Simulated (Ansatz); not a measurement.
Born–Oppenheimer molecular dynamics of H$_{6}$OSn (8 atoms, charge 0, multiplicity 1). It starts at the highest image of a converged band, a first-order saddle point between two minima.

These are results of Ansatz 0.2.0, RKS B3LYP-D4/def2-SVP, not measurements.

```
ensemble                      : NVE (velocity Verlet)
time step                     : 0.5 fs
steps asked                   : 200
starting velocities drawn for : 300 K
seed                          : 5014
```

First frame:

```xyz
8
Properties=species:S:1:pos:R:3
Sn -0.206 0.039 -0.264
H -0.352 0.727 1.777
H 1.302 -0.644 0.196
H -0.194 1.655 -0.827
H -0.862 -0.985 -1.500
O -2.021 -0.354 0.939
H -2.298 -1.264 1.143
H -1.265 0.197 1.682
```

Question: How far do the bonds stretch over the last three quarters of this one trajectory? (Pairs bonded in most of those frames.)

Answer: 
```
  bond  mean (Å)  spread (Å)  shortest  longest
Sn1–H3     1.735       0.047      1.66     1.81
Sn1–H4     1.712       0.014      1.69     1.74
Sn1–H5     1.732       0.012      1.71     1.75
Sn1–O6     2.020       0.122      1.86     2.21
 H2–H8     0.763       0.024      0.73     0.80
 O6–H7     0.967       0.013      0.95     0.99
```

Mean temperature of the second half: 1529 K. The conserved energy stayed within 0.13 meV per atom of its start (net change 0.0022 meV per atom), so the integration is sound. The kinetic energy rose, since the run started high on the potential surface and went downhill. It ends in pieces (H2 + H4OSn), so much of that is their flight and rotation, not heat. A run of 0.1 ps of so small a system gives no equilibrium averages. The orbitals stay closed-shell, which can raise the energy where a bond breaks towards radicals; this wasn't checked here.

Run time: 7.9 min on 1 thread of Arm Neoverse V1 (shared host), peak memory 0.13 GiB.
